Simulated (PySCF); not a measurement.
(H2In-mu-NH2)3.
Cartesian coordinates in Å at the PBE0-D3(BJ)/def2-SVP level; atoms count from 1:
```xyz
18
H12In3N3 angstrom
In    -0.123   -0.137   -2.319
H      0.936    0.899   -3.214
H     -1.269   -1.291   -2.911
N      1.172   -1.116   -0.795
In     1.912    0.227    0.815
H      3.210   -0.581    1.629
H      1.873    1.844    0.189
N      0.088    0.071    2.081
In    -1.854   -0.086    0.999
H     -1.935   -1.754    0.534
H     -3.025    0.868    1.847
N     -1.223    1.059   -0.799
H      1.978   -1.539   -1.260
H      0.669   -1.904   -0.380
H      0.175   -0.742    2.693
H      0.060    0.871    2.716
H     -2.053    1.472   -1.228
H     -0.647    1.856   -0.519
```

The calculation used PBE0-D3(BJ)/def2-SVP geometry optimisation, gas phase, def2 core potentials past Kr in PySCF.

Question: Which atoms are bound to In1, and at what distances?

Answer: 4 atoms: H3 1.731 Å, H2 1.731 Å, N12 2.225 Å, N4 2.227 Å. The nearest atom not counted as bound is H18, at 2.74 Å (others tie with it).

Question: List the angles at In1.

Answer: 
```json
{"angle": "H2–In1–H3", "degrees": "128.9", "distance of the outer atoms (Å)": "3.12"}
{"angle": "H2–In1–N12", "degrees": "109.5", "distance of the outer atoms (Å)": "3.24"}
{"angle": "H3–In1–N4", "degrees": "109.0", "distance of the outer atoms (Å)": "3.24"}
{"angle": "H3–In1–N12", "degrees": "105.3", "distance of the outer atoms (Å)": "3.16"}
{"angle": "H2–In1–N4", "degrees": "105.2", "distance of the outer atoms (Å)": "3.16"}
{"angle": "N4–In1–N12", "degrees": "93.2", "distance of the outer atoms (Å)": "3.23"}
```

Question: Describe the arrangement about In1 in numbers.

Answer: Angles from 93.2° to 128.9°; τ4 = (360° − α − β)/141° = 0.86 with α and β the two widest (0 for a square, 1 for a tetrahedron).

Question: What are the other bond lengths?

Answer: N4–H13 and 5 like bonds 1.022 Å.

Question: Give some angles away from the centre.

Answer: In1–N4–In5 115.1°, N4–In5–N8 95.6°.

Question: What are the rotational constants (commonest isotopes, rigid rotor)?

Answer: A = 528.1, B = 511.0, C = 277.1 MHz: an asymmetric top.

Point group: near C2, missed by 0.19 Å at most; the miss may be what the optimiser left on a soft mode. Charge 0, singlet. Stationary, but not proved a minimum.

One conformer stands for the species.
